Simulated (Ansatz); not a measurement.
Program: Ansatz. Geometries: PBE0-D4/def2-TZVP. ΔE: electronic, gas phase. CCSD(T)/CBS is the MP2 limit (def2-TZVPP, def2-QZVPP) plus CCSD(T) − MP2 in def2-TZVPP, frozen cores. This one scheme is used for every species. Double bonds are as drawn, so ΔE can hold a change between cis and trans. Functionals use def2-TZVPP.

Consider the difluorocarbene loss: `C/C=C/C(F)(F)F` → `C/C=C\F` + `F[C]F`.

```json
{"level": "PBE", "ΔE (eV)": "3.11"}
{"level": "SCS-MP2/def2-TZVPP", "ΔE (eV)": "3.22"}
{"level": "CCSD/def2-TZVPP", "ΔE (eV)": "3.16"}
{"level": "MP2/def2-QZVPP", "ΔE (eV)": "3.39"}
```

**Question.** What does CCSD(T)/CBS give? (Estimate.)

**Answer.** Ansatz gave: +3.19 eV. The listed levels differ from it by -0.08, 0.03, -0.03, 0.20 eV.

Largest T1 diagnostic among the species: 0.017.

In def2-TZVPP, CCSD(T) changes the Hartree–Fock value by +0.23 eV (the triples alone add −0.00 eV) and MP2 by +0.45 eV. The D4 term adds +0.11 eV with B3LYP and +0.06 eV with PBE0; it sums over pairs of atoms, weighted by their polarisabilities, and B3LYP, whose exchange is more repulsive, gets the larger term. From PBE to PBE0 (25 % exact exchange), in def2-TZVPP and without D4, ΔE moves by +0.20 eV.

CCSD(T)/CBS has its own doubt, a few kJ/mol and more with outer-core shells, so smaller differences from it don't rank the levels.

B3LYP here is the variant with VWN-RPA as its local correlation; programs differ in this.
